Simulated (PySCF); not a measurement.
# One molecule, several mistakes: CFH6Si2

All numbers below are calculated, not measured. They come from PySCF 2.14.0, an open-source quantum chemistry program, on an isolated molecule that a program drew, which may never have been made. The molecule is CFH6Si2 (charge 0, doublet), drawn as the SMILES string `F[SiH2]C[SiH2]`.

Each row is a Hartree-Fock (HF) and frozen-core CCSD(T) single point in the cc-pV(D+d)Z basis, meant for a local HF minimum. Run 1 is clean. Each other run has one planted mistake out of seven kinds, and not every kind appears here: one electron removed, one electron added, multiplicity raised by two, geometry at a saddle point, minimal basis STO-3G, one bond length entered in bohr, all coordinates scaled. The reference is restricted for singlets and unrestricted otherwise, and also for a bond in bohr. Adding or removing an electron swaps singlet and doublet. Electrons count all cores. HOMO and LUMO are orbital energies over both spins, the gradient is its largest component, and the lowest frequency (negative if imaginary) is given only where the gradient is small. Bond lengths are over the 9 bonds as drawn. T1 is the CCSD diagnostic: over 0.02 (restricted) or 0.045 (unrestricted) a single reference is doubtful.

Geometry of the clean run:
```xyz
10
CFH6Si2, angstrom
F     2.1061    0.6445    0.9198
Si    1.5780   -0.7835    1.4708
C     1.7107   -2.0478    0.1091
Si    0.8727   -1.6465   -1.5436
H     2.4229   -1.1382    2.6260
H     0.1795   -0.5949    1.8980
H     1.2783   -2.9832    0.4907
H     2.7709   -2.2495   -0.0808
H    -0.5546   -1.2951   -1.3384
H     0.9700   -2.8014   -2.4703
```

| run | electrons | basis functions | <S^2> | HOMO (eV) | LUMO (eV) | gradient (hartree/bohr) | lowest frequency (cm^-1) | mean bond (Å) | longest bond (Å) | T1 | HF (hartree) | CCSD(T) (hartree) | mistake |
|---|---|---|---|---|---|---|---|---|---|---|---|---|---|
| 1 | 49 | 104 | 0.753 | -8.99 | 1.57 | 2.3e-05 | 43 | 1.4989 | 1.896 | 0.0117 | -718.70766 | -719.28591 | no fault |
| 2 | 49 | 104 | 1.461 | -9.06 | 1.51 | 2.2e-02 | - | 1.6072 | 2.071 | 0.0506 | -718.58393 | -719.15848 | one bond length entered in bohr |
| 3 | 50 | 104 | 0.000 | -0.31 | 8.04 | 5.8e-02 | - | 1.4989 | 1.896 | 0.0115 | -718.68216 | -719.29252 | one electron added |
| 4 | 49 | 104 | 0.754 | -8.85 | 1.74 | 4.9e-02 | - | 1.4359 | 1.816 | 0.0111 | -718.68987 | -719.26340 | ? |

**Which mistake was planted in run 4, and what did it cost?**

The mean and the longest bond both change by the same factor, 0.958, and the gradient is no longer small. So the mistake is: all coordinates scaled. Subtracting run 1 and multiplying by 627.51 kcal/mol a hartree, the energy moved by 11.2 kcal/mol in HF and 14.1 kcal/mol in CCSD(T).

Cautions from the logs. Run 2: T1 is over the limit, so its CCSD(T) energy is less reliable.
